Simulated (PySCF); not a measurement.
A structure optimised at PBE-D3(BJ)/def2-TZVP, used in a PySCF frequency run:

```
C
H 1 1.0985
H 1 1.0985 2 111.30
H 1 1.0985 2 111.30 3 124.78
Ga 1 1.9232 2 107.58 3 -117.61
Cl 5 2.0544 2 155.09 1 -180.00
```
Charge +1, spin multiplicity 1.

**Question.** Write its SMILES, formula and point group.

**Answer.** [CH3][Ga+][Cl], CH₃ClGa, C3v

**Question.** What are its rotational constants (standard atomic weights)?

**Answer.** 152.39, 2.5817, 2.5817 GHz
